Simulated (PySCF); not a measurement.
**Energy profile**

The step: SiH₃Cl ([SiH3][Cl]) + HF → SiH₂ClF ([F][SiH2][Cl]) + H₂; bonds formed: Si1–F7, H2–H6; bonds broken: Si1–H2, H6–F7 (atoms numbered as in the saddle structure below).

```xyz
7
angstrom
Si -0.3626 -0.0594 0.2315
H 1.0801 -0.8754 -0.0818
H -0.4665 -0.9769 1.3979
H -1.4642 -0.4104 -0.6808
Cl -0.4591 1.7497 1.1833
H 1.1109 -0.1804 -0.7935
F 0.5613 0.7528 -1.2563
```

Electronic energies by CCSD(T) at an estimated basis limit (MP2 extrapolated from triple and quadruple zeta, plus CCSD(T) − MP2 in triple zeta), on PBE0-D4/def2-TZVP structures; SiH$_{4}$ClF, singlet; no counterpoise correction. Program: PySCF 2.14 with density fitting (its default auxiliary sets; JK sets also for MP2 and CCSD(T)). Basis: def2-TZVPP and def2-QZVPP. Cores are frozen in the correlated methods. Extrapolation: Hartree–Fock as exp(−7.88 √X), correlation as X^−2.97.

Task: Give the profile in kcal/mol, counted from the separated reactants. (Judge from chemistry; the value comes from the calculation.)

Result: By the calculation:
| point | kcal/mol |
| --- | --- |
| separated: SiH$_{3}$Cl (linked as [SiH3][Cl]; Si1, H2, H3, H4, Cl5; singlet) + HF (H6, F7; singlet) | 0.00 |
| start structure | -3.25 |
| saddle | 34.60 |
| end structure | -28.76 |
| separated: SiH$_{2}$ClF (linked as [F][SiH2][Cl]; Si1, H3, H4, Cl5, F7; singlet) + H$_{2}$ (H2, H6; singlet) | -28.32 |

The T1 diagnostic stays at or below 0.012.

For scale, one of the runs: CCSD(T)/def2-TZVPP, 171 basis functions, launched by `OMP_NUM_THREADS=4 python run.py`. Time: 5.7 min of wall clock on 4 CPU threads of an Intel Xeon; the host was shared. Peak host memory: 1.5 GiB.
